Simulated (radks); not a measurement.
Values are calculated unless marked as measured or tabulated.
All-electron atom: K9+ in [Ne].

Code: a radial shooting solver on a logarithmic mesh with Libxc functionals. Model: scalar-relativistic Kohn-Sham, exchange-only LDA, spin-polarised, spherical densities, point nucleus.

Energy parts (Ry):
part                   energy
total             -1142.25314
kinetic            1150.55701
electron-nucleus  -2567.20103
Hartree             325.76833
exchange            -51.37746

Orbitals (lengths in bohr, moments of r in powers of bohr; r(max) is where P^2 peaks):
orbital,occ.,eigenvalue (Ry),<1/r>,r(max),<r>
1s,2,-273.0336,18.68,0.05314,0.08120
2s,2,-39.83255,3.839,0.3169,0.3835
2p,6,-34.64640,3.754,0.2598,0.3441
3s,0,-13.42161,1.395,0.9489,1.029
3p,0,-12.00900,1.332,0.9536,1.042

The highest occupied level is 2p at -471.39 eV. The density falls to 0.001 e/bohr^3 at r = 1.25 bohr. For comparison, the ionisation energy in NIST's Atomic Spectra Database is 503.7 eV (semi-empirical). In exact Kohn-Sham theory the highest level is minus the ionisation energy, but local and semilocal functionals leave it too shallow, through self-interaction and a potential that decays too fast; potentials with the right tail come closer. Summed over all electrons, <r^2> = 1.241 bohr^2, which gives a Langevin (diamagnetic) susceptibility term of -0.983 x 10^-6 cm^3/mol.
